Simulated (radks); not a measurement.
Excited configurations of the potassium ion K5+: one electron is placed in a higher orbital outside [Ne] 3s2 3p1. The ground configuration is [Ne] 3s2 3p2. All-electron calculation, Dirac Kohn-Sham, PBE, spin-unpolarised, spherical densities, point nucleus; open shells fill j = l - 1/2 first. Program: a radial shooting solver on a logarithmic mesh with Libxc functionals. Excitation = E - E(ground); binding = E(ion) - E, where the ion is the core of charge +6; n* = 6/sqrt(2 binding) in atomic units, and the quantum defect is n - n*.

\begin{tabular}{lrrrrr}
outer orbital & excitation (eV) & binding (eV) & n* & quantum defect & eigenvalue (eV) \\ \hline
3d3/2 & 27.255 & 71.228 & 2.622 & 0.378 & -62.480 \\
4s1/2 & 47.255 & 51.229 & 3.092 & 0.908 & -47.060 \\
4d3/2 & 61.770 & 36.713 & 3.653 & 0.347 & -33.287 \\
5s1/2 & 68.988 & 29.496 & 4.075 & 0.925 & -27.306 \\
6s1/2 & 79.331 & 19.152 & 5.057 & 0.943 & -17.821 \\
6p1/2 & 80.728 & 17.756 & 5.252 & 0.748 & -16.492 \\
6d3/2 & 82.822 & 15.662 & 5.592 & 0.408 & -14.495 \\
6f5/2 & 83.952 & 14.531 & 5.806 & 0.194 & -13.377 \\
7s1/2 & 85.042 & 13.442 & 6.036 & 0.964 & -12.547 \\
7p1/2 & 85.869 & 12.615 & 6.231 & 0.769 & -11.764 \\
7d3/2 & 87.124 & 11.360 & 6.566 & 0.434 & -10.568 \\
\end{tabular}

The Delta-SCF ionisation energy is 98.484 eV (NIST Atomic Spectra Database: 99.4 eV, semi-empirical). Self-interaction in the functional shifts the binding energies and quantum defects, so they are the method's values and not measured ones. Spin polarisation and multiplet splitting are left out, so open shells lie too high by an amount that depends on their filling.

Beside tabulated values, note that spin-unpolarised runs miss the spin-polarisation part of the exchange energy of open shells.
